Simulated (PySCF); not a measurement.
A GIAO shielding run with PySCF 2.14.0 with density-fitted response routines (density fitting, non-relativistic, gas phase) on SMILES B(OC)(OC)c1cccs1, C$_{6}$H$_{9}$BO$_{2}$S:

```
{"job": {"kind": "nmr", "xc": "B3LYP", "basis": "pcSseg-1", "pop": false}, "charge": 0, "multiplicity": 1}
C     -2.585054     1.633462    -0.363257
O     -1.218915     1.313184    -0.394111
B     -0.776284     0.092531     0.009706
O     -1.707457    -0.797560     0.447955
C     -1.446710    -2.090833     0.912726
C      0.765749    -0.128679    -0.089467
C      1.656018     0.818469    -0.558872
C      3.006680     0.389043    -0.561854
C      3.142501    -0.893846    -0.090617
S      1.631831    -1.563415     0.348303
H     -2.708449     2.648224    -0.767404
H     -3.181246     0.932819    -0.970393
H     -2.984570     1.609278     0.663980
H     -0.776309    -2.085071     1.788845
H     -0.991975    -2.723800     0.131931
H     -2.400058    -2.548962     1.213862
H      1.317329     1.800831    -0.890759
H      3.847310     0.998218    -0.896687
H      4.056398    -1.476557     0.019777
```

Hardware: 1 thread of an x86-64 server CPU, shared host.

Task: How large is the calculation?

Result: 82 electrons, 222 basis functions and 1167 auxiliary functions.

Task: How long does it take?

Result: 60 s of wall time, with 15 SCF cycles and 4 response iterations. Times on a shared host scatter by some tens of per cent.

Task: And these other runs on the same molecule and hardware: GIAO shielding at PBE0/pcSseg-1?

Result: PBE0/pcSseg-1: 222 functions, 68 s.
